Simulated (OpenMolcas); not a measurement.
An OpenMolcas run meant for Xe⁶⁺ (ANO-RCC-VTZP, DKH2; inactive shells 1s 2s 2p 3s 3p 3d 4s 4p 4d; intended active space 2 electrons in 4 orbitals (5s 5p)). One step of its input:

```
&CASPT2
Multistate=1 1
Frozen=9 9
IPEA=0.25
Imaginary=0.1
MaxIter=60
WThr=0.0 0.3 0.05
PrWF=0.5
NoMix
Shift=0.2
Sig2=0.3
```

Lines from the output:

```
|
   ------------------------------------------------------------------------------------------
++ ---------   Input file   ---------
>>> COPY JOB002 $Project.JobIph
&CASPT2
Multistate=1 1
Frozen=9 9
IPEA=0.25
Imaginary=0.1
MaxIter=60
WThr=0.0 0.3 0.05
PrWF=0.5
NoMix
Shift=0.2
Sig2=0.3
-- ----------------------------------
>>> COPY JOB002 a.JobIph
*** symbolic link created: INPORB -> a.RasOrb
--- Start Module: caspt2 at  ---
()()()()()()()()()()()()()()()()()()()()()()()()()()()()()()()()()()()()()()()()()()()()()()()()()()
                                              &CASPT2
                                   only a single process is used
                       available to each process: 2.3 GB of memory, 1 thread
()()()()()()()()()()()()()()()()()()()()()()()()()()()()()()()()()()()()()()()()()()()()()()()()()()
 ###    ERROR: More than one intruder-state removal technique                ###
 ###    active: SHIFt/IMAGinary/SIG1/SIG2 are mutually exclusive!            ###
--- Stop Module: caspt2 at  /rc=_RC_INPUT_ERROR_ ---
.####################.
.# User input error #.
.####################.
```

Q: What is wrong with the input?

A: More than one intruder-state remedy is switched on.
